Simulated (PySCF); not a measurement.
F$_{4}$V (SMILES [F][V]([F])([F])[F]), doublet, geometry from GFN2-xTB (such geometries of metal compounds can be far from the true shape) (the multiplicity is a formal guess). Base run: PySCF with PBE0/3-21G.

Geometry (Å):
```xyz
5

V      0.0000     0.0000     0.0000
F      0.7544     0.9477    -1.1060
F      0.3985    -1.0870     1.1619
F     -0.6633    -1.0634    -1.0582
F     -0.4896     1.2027     1.0022
```
Charge 0, spin multiplicity 2.
Orbitals are unrestricted.
All else is at PySCF's defaults.

Each row names what was changed in the base input (with any setting that the change needs).

| change | basis functions | E (Eh) | HOMO (eV) |
|---|---|---|---|
| base | 63 | -1336.22515 | -7.62 |
| basis = x2c-TZVPall; relativity = spin-free X2C; nucleus = Gaussian (with nucmod='G') | 172 | -1348.78244 | -8.29 |
| basis = x2c-TZVPall; relativity = spin-free X2C | 172 | -1348.78462 | -8.29 |
| basis = x2c-SVPall; relativity = spin-free X2C | 92 | -1348.13764 | -8.51 |
| basis = x2c-SVPall; relativity = none | 92 | -1341.25999 | -8.51 |
| basis = x2c-TZVPall; relativity = none | 172 | -1341.67065 | -8.37 |
| basis = x2c-SVPall; relativity = spin-free X2C; nucleus = Gaussian (with nucmod='G') | 92 | -1348.13558 | -8.51 |
| basis = jorge-DZP-DKH; relativity = none | 103 | -1341.85783 | -8.44 |
| basis = jorge-DZP-DKH; relativity = spin-free X2C | 103 | -1348.68462 | -8.40 |
| basis = jorge-DZP-DKH; relativity = spin-free X2C; nucleus = Gaussian (with nucmod='G') | 103 | -1348.68236 | -8.40 |

Absolute energies of different levels of theory aren't comparable as measures of quality.

Open shells are given as the SCF converged; they aren't shown to be the lowest states, and a large step between rows can be another state.

Basis sets contracted for a relativistic Hamiltonian are a mismatch without it, so the rows without relativity aren't non-relativistic limits. No row has spin-orbit coupling; sets with core potentials leave out the core electrons.
